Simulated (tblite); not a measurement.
C₃H₉FSSi₂.
Numbering: `[CH2:1]=[CH:2][Si@@:3]([CH3:4])([F:5])[S:6][SiH3:7]` (hydrogens: H8, H9 on C1; H10 on C2; H11, H12, H13 on C4; H14, H15, H16 on Si7)

Computed with GFN2-xTB (tblite), gas phase: L-BFGS steps from a force-field or distance-geometry start until the largest atomic force falls under 0.01 eV/Å.

Step 12: E = -612.6457 eV
```
atom  x, y, z in Å  |  force x, y, z in eV/Å
C1     -1.6611   -1.7147    0.0216   -0.042  -0.019   0.004
C2     -1.1962   -0.6838    0.7097    0.000   0.039   0.089
Si3    -0.1769    0.7043   -0.0380    0.064   0.047  -0.043
C4     -1.1642    1.9181   -1.0887   -0.066   0.016  -0.004
F5      0.4304    1.5210    1.2315   -0.041   0.006   0.008
S6      1.5021   -0.0722   -1.1437    0.033  -0.023   0.090
Si7     2.7160   -0.7175    0.5184   -0.064   0.040  -0.117
H8     -2.2604   -2.4862    0.4785    0.010  -0.044  -0.012
H9     -1.4601   -1.8254   -1.0319   -0.008  -0.013   0.018
H10    -1.4153   -0.6164    1.7702   -0.011  -0.012  -0.052
H11    -1.9745    2.3358   -0.5002   -0.046   0.017   0.006
H12    -1.5981    1.4193   -1.9476   -0.003   0.009  -0.036
H13    -0.5599    2.7430   -1.4497    0.076  -0.017  -0.008
H14     3.1414    0.4879    1.2112    0.067  -0.023   0.047
H15     1.8698   -1.5546    1.3607    0.039  -0.035   0.020
H16     3.7995   -1.4496   -0.1132   -0.008   0.014  -0.009
```

Step 13: E = -612.6475 eV
```
atom  x, y, z in Å  |  force x, y, z in eV/Å
C1     -1.6622   -1.7161    0.0234   -0.038  -0.011   0.011
C2     -1.2004   -0.6843    0.7127    0.005   0.030   0.079
Si3    -0.1840    0.7042   -0.0382    0.084   0.039  -0.065
C4     -1.1666    1.9191   -1.0941   -0.057   0.014   0.019
F5      0.4271    1.5195    1.2294   -0.046   0.023   0.024
S6      1.5017   -0.0690   -1.1380    0.010  -0.015   0.050
Si7     2.7180   -0.7167    0.5171   -0.049   0.032  -0.097
H8     -2.2610   -2.4897    0.4787    0.026  -0.034  -0.023
H9     -1.4573   -1.8235   -1.0305   -0.027  -0.019   0.040
H10    -1.4154   -0.6168    1.7745   -0.023  -0.018  -0.070
H11    -1.9741    2.3382   -0.5020   -0.046   0.016  -0.022
H12    -1.6020    1.4242   -1.9556    0.014   0.024  -0.001
H13    -0.5570    2.7433   -1.4501    0.056  -0.036  -0.011
H14     3.1491    0.4805    1.2175    0.072   0.012   0.052
H15     1.8782   -1.5554    1.3606    0.007  -0.059   0.040
H16     3.7985   -1.4486   -0.1168    0.012   0.002  -0.027
```

**Question.** Estimate the geometry and energy of step 14. (The exact step hangs on the optimiser's Hessian estimate; all steps are aligned on step 13, rigid shifts and turns removed.)

**Answer.** E = -612.6490 eV, largest force 0.082 eV/Å
```
atom  x, y, z in Å  |  force x, y, z in eV/Å
C1     -1.6637   -1.7171    0.0253   -0.021   0.006   0.020
C2     -1.2038   -0.6844    0.7157    0.013   0.015   0.027
Si3    -0.1889    0.7047   -0.0393    0.060   0.021  -0.052
C4     -1.1693    1.9204   -1.0984   -0.028   0.010   0.033
F5      0.4234    1.5186    1.2280   -0.048   0.037   0.031
S6      1.5015   -0.0665   -1.1324   -0.015  -0.001  -0.018
Si7     2.7189   -0.7154    0.5146   -0.012   0.011  -0.026
H8     -2.2611   -2.4934    0.4784    0.035  -0.021  -0.024
H9     -1.4554   -1.8222   -1.0284   -0.040  -0.021   0.050
H10    -1.4161   -0.6174    1.7774   -0.033  -0.015  -0.056
H11    -1.9749    2.3406   -0.5038   -0.042   0.017  -0.044
H12    -1.6052    1.4288   -1.9626    0.024   0.035   0.027
H13    -0.5535    2.7427   -1.4505    0.027  -0.050  -0.009
H14     3.1571    0.4741    1.2237    0.066   0.021   0.043
H15     1.8857   -1.5570    1.3612   -0.006  -0.063   0.040
H16     3.7978   -1.4475   -0.1204    0.021  -0.001  -0.041
```

The energy changes by -0.0015 eV. The first-order estimate −F·Δx gives -0.0021 eV and the mean of the old and new forces, exact on a quadratic surface, -0.0015 eV. The step makes an angle of 70° with the force vector and moves no atom by more than 0.012 Å.

The cost below is that of the whole relaxation. Time: 1.8 s wall. Hardware: one thread, Arm Neoverse N1 (aarch64), shared host with 32 logical CPUs at a one-minute load of 23.
